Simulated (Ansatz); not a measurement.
mer-FeBr3(NH3)3 (FeBr₃N₃H₉), relaxed as a quartet with UKS r2SCAN-D4/def2-SVP in Ansatz, starting from the r2SCAN-D4/def2-SVP geometry of the neutral doublet. Force threshold 0.03 eV/Å.

The name describes the doublet; other states may take another shape. At r2SCAN-D4/def2-SVP a sextet of charge 0 lies 0.62 eV below the quartet, each at its own geometry.

Start:

Cartesian coordinates in Å:
```
Fe -0.2149 0.3497 -0.0212
Br -1.1063 -0.3502 2.1406
Br 0.8631 0.5880 -2.1930
Br -1.4028 2.4241 -0.1040
N 0.8637 -1.3889 0.0619
H 1.8586 -1.2247 -0.1071
H 0.5707 -2.0446 -0.6658
H 0.7303 -1.8300 0.9785
N -1.7916 -0.4993 -0.9073
H -1.6053 -0.7571 -1.8805
H -2.5132 0.2293 -0.9177
H -2.1747 -1.2984 -0.3963
N 1.2962 1.2914 0.8822
H 2.1211 1.3824 0.2823
H 1.5579 0.8894 1.7858
H 0.9473 2.2391 1.0616
```

**Question.** Estimate the energy that the relaxation releases and the steps that it takes.

**Answer.** 4.1 kcal/mol, in 5 steps; 34 s on 4 threads of Intel Xeon 6975P-C on a shared host. No frequencies were taken in this run, so the end may be a saddle point.

**Question.** Does the start keep its bonding and symmetry?

**Answer.** By distances, no bond broke or formed. The bond that changes most is Fe1–Br3, from 2.44 to 2.57 Å (atoms count from 1).

**Question.** Predict the relaxed structure.

**Answer.** 
```tsv
atom	x (Å)	y (Å)	z (Å)
Fe1	-0.222	0.388	-0.020
Br2	-1.074	-0.411	2.268
Br3	1.009	0.518	-2.274
Br4	-1.396	2.470	-0.143
N5	0.837	-1.442	0.054
H6	1.838	-1.295	-0.093
H7	0.552	-2.075	-0.696
H8	0.671	-1.891	0.962
N9	-1.811	-0.485	-0.905
H10	-1.584	-0.686	-1.883
H11	-2.580	0.193	-0.886
H12	-2.116	-1.330	-0.417
N13	1.285	1.367	0.896
H14	2.059	1.491	0.237
H15	1.599	0.895	1.747
H16	0.933	2.294	1.154
```
Bond lengths: 3 × Br–Fe 2.39 to 2.57 Å; 3 × Fe–N 2.02 to 2.12 Å; 9 × H–N 1.02 to 1.03 Å.
